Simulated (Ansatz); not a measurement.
Relaxation of B₂H₆Si₂ (10 atoms, charge 0, multiplicity 1), to a largest force component of 0.02 eV/Å in at most 50 steps.

The calculation used Ansatz, RKS PBE0-D4/cc-pVDZ.

```xyz
10
Properties=species:S:1:pos:R:3
Si -1.682 0.325 -0.612
Si 0.360 -0.602 -0.008
B 1.524 0.780 0.840
B 2.209 -0.534 0.770
H -1.981 0.198 -2.047
H -2.824 -0.266 0.102
H -1.721 1.761 -0.318
H 0.171 -2.016 -0.450
H 1.085 1.855 0.940
H 2.514 1.138 1.351
```

Q: Where does it end, and by what steps?

A: The run converged. The force dipped under the threshold on the way, but the program's further checks kept it going. After 26 steps the energy has fallen by 3.599 eV; H10 moved furthest, 2.05 Å. Parted: B3–H10. Joined: B4–H10.

```
step  energy less start (eV)  largest force component (eV/Å)  accepted
   0                  0.0000                           4.609       yes
   1                 -1.0266                           2.298       yes
   2                 -1.5686                           0.973       yes
   3                 -1.6691                           1.386       yes
   4                 -1.8228                           1.013       yes
   5                 -1.9609                           0.871       yes
   6                 -2.0355                           0.631       yes
   7                 -2.2092                           1.275       yes
   8                 -2.1689                           3.270        no
   9                 -2.3535                           0.798       yes
  10                 -2.5037                           0.901       yes
  11                 -2.7104                           0.882       yes
  12                 -2.9406                           0.699       yes
  13                 -3.1136                           0.888       yes
  14                 -3.2305                           0.874       yes
  15                 -3.3705                           0.914       yes
  16                 -3.4471                           1.016       yes
  17                 -3.5109                           0.709       yes
  18                 -3.5603                           0.549       yes
  19                 -3.5790                           0.194       yes
  20                 -3.5901                           0.150       yes
  21                 -3.5946                           0.091       yes
  22                 -3.5958                           0.065       yes
  23                 -3.5986                           0.030       yes
  24                 -3.5989                           0.010       yes
  25                 -3.5990                           0.021       yes
  26                 -3.5990                           0.014       yes
```

```xyz
10
Properties=species:S:1:pos:R:3
Si -1.757 0.340 -0.648
Si 0.386 -0.267 0.079
B 1.295 1.317 0.913
B 2.227 0.143 0.980
H -1.880 0.057 -2.116
H -2.780 -0.475 0.085
H -1.980 1.795 -0.386
H 0.649 -1.713 -0.216
H 0.596 2.280 0.888
H 2.899 -0.838 0.989
```

The run took 67 s on 2 threads of Arm Neoverse V1 (shared host), peak memory 0.19 GiB.
